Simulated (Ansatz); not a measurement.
Aln: gap (eV) at several levels, gas phase, relaxed structures; Ansatz. Clusters are the lowest isomers that short searches found in that spin, judged at the geometry's level. HOMO and LUMO are taken over both spins. The structures are stationary points that may keep the symmetry of their start.

| species | state | geometry | PBE-D4/def2-SVP | r2SCAN-D4/def2-TZVP | PBE0-D4/def2-SVP | PBE0-D4/def2-TZVP |
| --- | --- | --- | --- | --- | --- | --- |
| Al3 | doublet | PBE0-D4/def2-TZVP | 0.54 | 0.92 | 1.94 | 1.96 |
| Al7 | doublet | r2SCAN-D4/def2-SVP | 0.80 | 1.13 | 2.07 | 2.11 |
| Al11 | doublet | PBE-D4/def2-SVP | 0.34 | 0.64 | 1.47 | 1.51 |

Problem. Estimate the column for PBE-D4/def2-TZVP.

Solution. Al3 0.57; Al7 0.81; Al11 0.36.

Over the 3 species that have every level, the mean is 0.56 at PBE-D4/def2-SVP, 0.58 at PBE-D4/def2-TZVP, 0.90 at r2SCAN-D4/def2-TZVP, 1.82 at PBE0-D4/def2-SVP, 1.86 at PBE0-D4/def2-TZVP. Orbital gaps grow with the share of exact exchange and aren't one observable across functionals.
